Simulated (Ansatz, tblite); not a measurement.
Removing and adding an electron: ZnCu₃ (the lowest doublet isomer of a short search). The state is a doublet with charge 0. Geometry: B3LYP-D4/def2-SVP. Ansatz, gas phase; energy differences of separate SCF runs; the oxidised species was run as a singlet alone; the reduced species was run as a singlet alone.

```xyz
4

Cu   -0.511   -0.555   -0.970
Cu    0.466    0.590    0.972
Cu   -1.593    1.249    0.065
Zn    1.638   -1.285   -0.067
```

The xTB rows come from tblite. The structure comes from a short search, and lower isomers may exist.

```tsv
level	−HOMO (eV)	vertical IE (eV)	−LUMO (eV)	vertical EA (eV)	HOMO–LUMO gap (eV)	IE − EA (eV)	remarks
r2SCAN-D4/def2-TZVP	4.23	6.30	3.16	–	1.07	–	–
r2SCAN-D4/def2-TZVPD	4.23	–	3.17	1.32	1.07	–	HOMO above zero (-1 singlet)
PBE0-D4/def2-TZVP	4.44	6.03	2.48	–	1.96	–	–
PBE0-D4/def2-TZVPD	4.45	–	2.50	1.16	1.95	–	HOMO above zero (-1 singlet)
```

Estimate the rows for GFN1-xTB, GFN2-xTB, PBE-D4/def2-TZVP, PBE-D4/def2-TZVPD.


| level | −HOMO (eV) | vertical IE (eV) | −LUMO (eV) | vertical EA (eV) | HOMO–LUMO gap (eV) | IE − EA (eV) | remarks |
| --- | --- | --- | --- | --- | --- | --- | --- |
| GFN1-xTB | – | 12.41 | – | 7.41 | – | 5.00 | – |
| GFN2-xTB | – | 8.67 | – | 4.48 | – | 4.19 | – |
| PBE-D4/def2-TZVP | 4.04 | 6.33 | 3.47 | – | 0.58 | – | – |
| PBE-D4/def2-TZVPD | 4.06 | – | 3.49 | 1.43 | 0.57 | – | HOMO above zero (-1 singlet), restricted, untested (-1 singlet) |

Relaxing the oxidised species (B3LYP-D4/def2-SVP) changes its energy by -0.14 eV at PBE-D4/def2-TZVP, so the adiabatic ionisation energy to this nearest minimum is 6.19 eV. At PBE0-D4/def2-TZVP it is 5.85 eV.     A HOMO above zero means that the electron is unbound at that level or that self-interaction error raises the level; the energy of removing that electron tells which. HOMO and LUMO are the levels of the spin that leaves or enters (xTB has no such levels and no spin-polarisation term). Other spin states of the ions may lie lower, which would lower the ionisation energy or raise the affinity. Raw xTB energy differences between charge states are shifted by several eV; the methods need an empirical correction for them.
